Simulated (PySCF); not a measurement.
FK, charge +1, sextet, at the geometry of the source list (a state made from the parent by changing its charge; the spin is typed, not shown lowest); HF/6-311G** (PySCF).

Here is a job for PySCF.
```python
from pyscf import gto, scf

mol = gto.Mole()
mol.atom = '''
    K    -0.539800   -0.445200   -0.729200
    F     0.539800    0.445200    0.729200
'''
mol.basis = '6-311g**'
mol.charge = 1
mol.spin = 5
mol.verbose = 4
mol.build()

mf = scf.UHF(mol)
mf.kernel()
```

What the program printed (banner, timings and long lists left out):

```
PySCF version 2.14.0

[INPUT] verbose = 4
[INPUT] num. atoms = 2
[INPUT] num. electrons = 27
[INPUT] charge = 1
[INPUT] spin (= nelec alpha-beta = 2S) = 5
[INPUT] symmetry False subgroup None
[INPUT] Mole.unit = angstrom
[INPUT] Symbol           X                Y                Z      unit          X                Y                Z       unit  Magmom
[INPUT]  1 K     -0.539800000000  -0.445200000000  -0.729200000000 AA   -1.020074162040  -0.841306070656  -1.377988290033 Bohr   0.0
[INPUT]  2 F      0.539800000000   0.445200000000   0.729200000000 AA    1.020074162040   0.841306070656   1.377988290033 Bohr   0.0

nuclear repulsion = 44.7699272795262
number of shells = 25
number of NR pGTOs = 98
number of NR cGTOs = 57
basis = 6-311g**
ecp = {}

******** <class 'pyscf.scf.uhf.UHF'> ********
method = UHF
initial guess = minao
damping factor = 0
level_shift factor = 0
DIIS = <class 'pyscf.scf.diis.CDIIS'>
diis_start_cycle = 1
diis_space = 8
diis_damp = 0
SCF conv_tol = 1e-09
SCF conv_tol_grad = None
SCF max_cycles = 50
direct_scf = True
direct_scf_tol = 1e-13
number electrons alpha = 16  beta = 11
Set gradient conv threshold to 3.16228e-05
init E= -698.219705128931

cycle= 1 E= -696.429910603391  delta_E= 1.79  |g|= 1.06  |ddm|= 1.62

cycle= 2 E= -695.831064906378  delta_E= 0.599  |g|= 1.72  |ddm|= 2.28

cycle= 3 E= -696.982345897986  delta_E= -1.15  |g|= 0.359  |ddm|= 1.14

cycle= 4 E= -697.045866005223  delta_E= -0.0635  |g|= 0.103  |ddm|= 0.517

cycle= 5 E= -697.065734054161  delta_E= -0.0199  |g|= 0.0676  |ddm|= 0.268

cycle= 6 E= -697.078366870459  delta_E= -0.0126  |g|= 0.071  |ddm|= 0.111

cycle= 7 E= -697.091360725156  delta_E= -0.013  |g|= 0.0646  |ddm|= 0.135

cycle= 8 E= -697.114430074585  delta_E= -0.0231  |g|= 0.0459  |ddm|= 0.52

cycle= 9 E= -697.116492883516  delta_E= -0.00206  |g|= 0.0241  |ddm|= 0.0687

cycle= 10 E= -697.119410357865  delta_E= -0.00292  |g|= 0.0175  |ddm|= 0.143

cycle= 11 E= -697.121042080154  delta_E= -0.00163  |g|= 0.0213  |ddm|= 0.117

cycle= 12 E= -697.121702713718  delta_E= -0.000661  |g|= 0.0224  |ddm|= 0.169

cycle= 13 E= -697.124706679878  delta_E= -0.003  |g|= 0.0175  |ddm|= 0.244

cycle= 14 E= -697.125583789724  delta_E= -0.000877  |g|= 0.011  |ddm|= 0.0905

cycle= 15 E= -697.126660520858  delta_E= -0.00108  |g|= 0.0101  |ddm|= 0.325

cycle= 16 E= -697.126725617922  delta_E= -6.51e-05  |g|= 0.00174  |ddm|= 0.0716

cycle= 17 E= -697.126751927962  delta_E= -2.63e-05  |g|= 0.00149  |ddm|= 0.0415

cycle= 18 E= -697.126754083273  delta_E= -2.16e-06  |g|= 0.000313  |ddm|= 0.00564

cycle= 19 E= -697.126754236383  delta_E= -1.53e-07  |g|= 0.000104  |ddm|= 0.00282

cycle= 20 E= -697.126754263871  delta_E= -2.75e-08  |g|= 1.47e-05  |ddm|= 0.00118

cycle= 21 E= -697.126754263893  delta_E= -2.1e-11  |g|= 6.36e-06  |ddm|= 0.000128

Extra cycle  E= -697.126754263992  delta_E= -9.96e-11  |g|= 3.54e-06  |ddm|= 2.69e-05
converged SCF energy = -697.126754263992  <S^2> = 8.7636642  2S+1 = 6.004553
```
